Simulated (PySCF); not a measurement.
## Correlation energy of C⁺ (carbon, charge +1)

[He] 2s2 2p1, 2P determinant. All numbers are calculated (PySCF 2.14, the spin-free X2C one-electron Hamiltonian (Gaussian nucleus), in cc-pVDZ-DK (3s2p1d, 14 functions)). Frozen: 1s2; 3 electrons correlated.

MP2 pair energies summed by pair of shells (mhartree):

```tsv
pair	energy	share (%)
2s-2s	-25.63	62.1
2s-2p	-15.66	37.9
```

Total MP2 correlation energy: -41.29 mhartree.

Same-spin part -2.40 and opposite-spin part -38.90 mhartree; SCS-MP2 scales them by 1/3 and 6/5 to -47.47 mhartree.

```
  level  correlation energy (mhartree)
   CCSD                         -66.69
    (T)                          -0.65
CCSD(T)                         -67.34
```

Diagnostics: T1 = 0.0084, D1 = 0.0157, largest double amplitude 0.136.

Cost of the coupled-cluster step: 0.15 s of wall time on 1 thread of Intel(R) Xeon(R) Platinum 8375C CPU @ 2.90GHz (shared host), for 3 correlated electrons.
